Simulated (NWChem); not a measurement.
Molecule: C3H3, doublet; SMILES [CH]=C=C

```xyz
6

C      0.0000     0.0000     1.2594
C      0.0000     0.0000    -0.1134
C      0.0000     0.0000    -1.3577
H      0.0000     0.9455     1.8249
H      0.0000    -0.9455     1.8249
H      0.0000     0.0000    -2.4384
```
Atoms are numbered in this order, from 1.

Program: NWChem. Spin-unrestricted. In the optimisation the excess spin sits in b1 (C2v, its own frame). The geometry was optimised at PBE-D3(BJ)/def2-SVP, spin-unrestricted. No stability test was run on the SCF state. Level: PBE0/def2-SVP with COSMO at NWChem's default radii, gas-phase geometry; the question gives the dielectric constant. Reactions with the solvent are ignored.

Q: Estimate the computed values for dielectric constant 1.5. Quantities: electrostatic solvation energy (kcal/mol); dipole in solution (D).

A: 
| Quantity | Result |
|---|---|
| electrostatic solvation energy (kcal/mol) | -0.9 |
| dipole in solution (D) | 0.12 |
